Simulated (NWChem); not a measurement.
Si₂H₅O₂Cl; SMILES O[SiH](O)[SiH2]Cl

```xyz
10

O      1.5915     1.3124     0.4120
Si    -0.0674     1.3444     0.3003
O     -0.6451     1.8697    -1.1702
Si    -0.9144    -0.8373     0.5132
Cl     0.4856    -2.1095    -0.4116
H      2.0342     0.6113    -0.0909
H     -0.4762     2.2555     1.4004
H     -0.4061     2.7713    -1.4336
H     -2.2293    -1.0667    -0.1375
H     -1.0052    -1.2666     1.9341
```
Atoms are numbered in this order, from 1.

Results from NWChem. Medium grid unless said otherwise, to which SCAN and Minnesota functionals are sensitive. The geometry was optimised at B3LYP/6-31G* (spherical d). Hybrids' shares of exact exchange are those that their runs print; pure functionals count as 0. The functionals differ in more than this share.

| row | share of exact exchange | highest occupied level (eV) |
|---|---|---|
| PBE/def2-TZVP | 0.00 | -6.79 |
| LDA (Slater exchange, VWN5)/def2-TZVP | 0.00 | -6.87 |
| TPSSh/def2-TZVP | 0.10 | -7.44 |
| B3LYP/def2-TZVP | 0.20 | -7.84 |
| PW6B95/def2-TZVP | 0.28 | withheld |
| M06-2X/def2-TZVP | 0.54 | -9.16 |

**Question.** Fit a straight line of the last column on the one before it, predict the withheld value, and compare with the run.

**Answer.** 
1. Means of the 5 shown rows: x = 0.168, y = -7.620. Slope Σ(x − x̄)(y − ȳ)/Σ(x − x̄)² = -0.8576/0.2005 = -4.278; intercept -6.901.
2. The shown rows scatter about the line by 0.084 (root mean square); the largest residual is -0.11, at TPSSh/def2-TZVP.
3. At x = 0.28 (PW6B95/def2-TZVP; inside the shown range) the line gives -8.10.
4. The run gives -8.11, -0.01 from the line, 0.1 times the scatter.
